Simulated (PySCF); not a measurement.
PySCF input for In(Cl)2(Me) (CH3Cl2In), SMILES [CH3][In]([Cl])[Cl], PBE-D3(BJ)/def2-SVP. The structure is a stationary point at PBE-D3(BJ)/def2-SVP. The structure was generated by enumeration; whether it is a known compound was not checked. The def2 effective core potentials stand for the cores of In; spin–orbit coupling is left out.

```python
import numpy as np
from pyscf import gto, scf, dft, df
from pyscf.hessian import thermo

mol = gto.M(
    atom='''
    In   -0.16700175    0.16723802   -0.13038936
    Cl    2.01931180   -0.37431734   -0.86212588
    Cl   -0.70600314   -0.94013223    1.89245211
    C    -1.50092983    1.50042590   -1.17768392
    H    -2.42469767    1.62274700   -0.58432268
    H    -1.72595619    1.05526798   -2.16488408
    H    -0.98692888    2.47040969   -1.31115730
    ''',
    basis='def2-SVP',
    ecp={'In': 'def2-svp'},
    charge=0,
    spin=0,
    max_memory=1600,
    verbose=3,
)
mf = dft.RKS(mol, xc='pbe').density_fit(auxbasis='def2-universal-jkfit')
mf.disp = 'd3bj'
mf.grids.level = 3
mf.conv_tol = 1e-11
mf.max_cycle = 100
mf.kernel()

# [left out here: the lines that compute and print the analytic Hessian (its translational invariance restored by hand, since the grid's response is missing), thermochemistry and intensities]
```

Program output:

```
converged SCF energy = -1149.79468715362

WARN: DFTD3 does not support analytical Hessian, using finite difference


WARN: Mole.unit (angstrom) is changed to Bohr

Mode                                 0                   1                   2
Irrep
Freq [cm^-1]                      -18.6582             94.0224             98.0690
Reduced mass [au]                   1.0226              3.6741             31.7152
Force const [Dyne/A]               -0.0002              0.0191              0.1797
Char temp [K]                     -26.8449            135.2773            141.0995
Normal mode                   x     y     z       x     y     z       x     y     z
       0  In                -0.00 -0.00 -0.00   -0.02 -0.00  0.02   -0.02  0.03 -0.02
       1  Cl                -0.00 -0.01 -0.00   -0.03  0.03 -0.02   -0.01 -0.06  0.09
       2  Cl                 0.01  0.01  0.01    0.04 -0.03  0.02    0.10 -0.03 -0.02
       3   C                 0.00  0.00  0.00    0.14  0.03 -0.14   -0.04  0.02 -0.01
       4   H                -0.22 -0.43 -0.26    0.08  0.13 -0.25   -0.03  0.01  0.00
       5   H                 0.45  0.30 -0.23    0.22 -0.00 -0.14   -0.04  0.02 -0.01
       6   H                -0.20  0.18  0.52    0.23 -0.02 -0.14   -0.04  0.02 -0.01
Mode                                 3                   4                   5
Irrep
Freq [cm^-1]                      101.3480            337.7166            361.1864
Reduced mass [au]                   5.7971             26.6158             43.4073
Force const [Dyne/A]                0.0351              1.7885              3.3364
Char temp [K]                     145.8172            485.8990            519.6668
Normal mode                   x     y     z       x     y     z       x     y     z
       0  In                 0.02  0.04  0.03    0.02 -0.02  0.01   -0.03 -0.01  0.03
       1  Cl                -0.02 -0.04 -0.03   -0.10  0.03  0.03    0.09 -0.02 -0.03
       2  Cl                -0.02 -0.04 -0.03    0.02  0.05 -0.09    0.02  0.05 -0.09
       3   C                -0.05 -0.11 -0.08    0.04 -0.04  0.03   -0.01 -0.00  0.01
       4   H                -0.09 -0.17 -0.12    0.03 -0.03  0.02   -0.01  0.01 -0.00
       5   H                 0.03 -0.20 -0.05    0.03 -0.03  0.03   -0.00 -0.00  0.01
       6   H                -0.15 -0.07 -0.12    0.03 -0.04  0.03    0.00 -0.01  0.01
Mode                                 6                   7                   8
Irrep
Freq [cm^-1]                      493.5196            704.0384            728.5165
Reduced mass [au]                   4.5912              1.1639              1.1735
Force const [Dyne/A]                0.6589              0.3399              0.3669
Char temp [K]                     710.0649           1012.9545           1048.1730
Normal mode                   x     y     z       x     y     z       x     y     z
       0  In                -0.02  0.02 -0.02    0.00  0.01  0.00    0.00  0.00 -0.00
       1  Cl                 0.01 -0.00 -0.00   -0.00 -0.00 -0.00    0.00 -0.00  0.00
       2  Cl                -0.00 -0.01  0.01   -0.00 -0.00 -0.00   -0.00  0.00 -0.00
       3   C                 0.15 -0.15  0.12   -0.04 -0.08 -0.06   -0.08 -0.01  0.08
       4   H                 0.14 -0.14  0.10    0.13  0.17  0.15   -0.34  0.46 -0.43
       5   H                 0.15 -0.14  0.12   -0.31  0.51 -0.25    0.35 -0.13  0.03
       6   H                 0.14 -0.15  0.11    0.39 -0.24  0.39    0.36 -0.25  0.02
Mode                                 9                  10                  11
Irrep
Freq [cm^-1]                     1125.7627           1374.5120           1376.6407
Reduced mass [au]                   1.1900              1.0563              1.0582
Force const [Dyne/A]                0.8886              1.1758              1.1816
Char temp [K]                    1619.7219           1977.6168           1980.6795
Normal mode                   x     y     z       x     y     z       x     y     z
       0  In                -0.00  0.00 -0.00    0.00  0.00 -0.00   -0.00 -0.00 -0.00
       1  Cl                 0.00 -0.00 -0.00    0.00 -0.00  0.00    0.00  0.00  0.00
       2  Cl                -0.00 -0.00  0.00   -0.00  0.00 -0.00    0.00  0.00  0.00
       3   C                 0.07 -0.07  0.06    0.04  0.00 -0.05   -0.03 -0.05 -0.03
       4   H                -0.18  0.32 -0.38   -0.07  0.21 -0.25    0.30  0.56  0.35
       5   H                -0.29  0.42 -0.10   -0.39 -0.43  0.26    0.45 -0.06 -0.12
       6   H                -0.43  0.17 -0.26   -0.11  0.17  0.62   -0.38  0.18  0.16
Mode                                12                  13                  14
Irrep
Freq [cm^-1]                     2999.9202           3121.4071           3134.4350
Reduced mass [au]                   1.0283              1.1054              1.1074
Force const [Dyne/A]                5.4525              6.3457              6.4104
Char temp [K]                    4316.2172           4491.0099           4509.7540
Normal mode                   x     y     z       x     y     z       x     y     z
       0  In                -0.00  0.00 -0.00   -0.00 -0.00 -0.00   -0.00 -0.00  0.00
       1  Cl                 0.00 -0.00  0.00   -0.00 -0.00 -0.00    0.00 -0.00 -0.00
       2  Cl                 0.00 -0.00  0.00   -0.00 -0.00 -0.00    0.00  0.00 -0.00
       3   C                 0.02 -0.03  0.02   -0.03 -0.07 -0.05   -0.06 -0.01  0.06
       4   H                -0.45  0.05  0.30   -0.06 -0.01  0.02    0.66 -0.09 -0.43
       5   H                -0.11 -0.25 -0.52    0.14  0.27  0.62   -0.08 -0.13 -0.28
       6   H                 0.28  0.50 -0.06    0.30  0.56 -0.09    0.19  0.37 -0.04
temperature 298.1500 [K]
pressure 101325.00 [Pa]
Rotational constants [GHz] 2.74853 1.83679 1.10899
Symmetry number 1
Zero-point energy (ZPE) 0.03657 [Eh]   96006.866 [J/mol]
                           tot       elec      trans        rot        vib
Entropy [J/mol/K]       353.206      0.000    174.872    119.001     59.333
Cv [J/mol/K]             76.637      0.000     12.472     12.472     51.693
Cp [J/mol/K]             84.951      0.000     20.786     12.472     51.693
Internal energy [J/mol]                      3718.434   3718.434 104989.572
Internal energy [Eh]   -1149.75187  -1149.79469
Enthalpy [J/mol]                             6197.391   3718.434 104989.572
Enthalpy [Eh]          -1149.75092
Gibbs free energy [J/mol]                  -45940.595 -31761.778  87299.469
Gibbs free energy [Eh] -1149.79103
mode   freq/cm-1   IR/(km/mol)
   1      -18.66         0.021
   2       94.02         3.069
   3       98.07         7.325
   4      101.35         4.144
   5      337.72        21.328
   6      361.19        56.530
   7      493.52        15.386
   8      704.04        22.935
   9      728.52        45.928
  10     1125.76         3.396
  11     1374.51         2.038
  12     1376.64         3.718
  13     2999.92         0.296
  14     3121.41         0.026
  15     3134.43         0.104
max |gradient| / (hartree/bohr): 0.00011203750666577379
APT charges: [ 1.3024 -0.5496 -0.5489 -0.2491  0.0155  0.0149  0.015 ]
```

The calculation finished and met its thresholds. The end point has an imaginary mode, so it is no minimum.

Cost: very roughly 50 core-seconds.
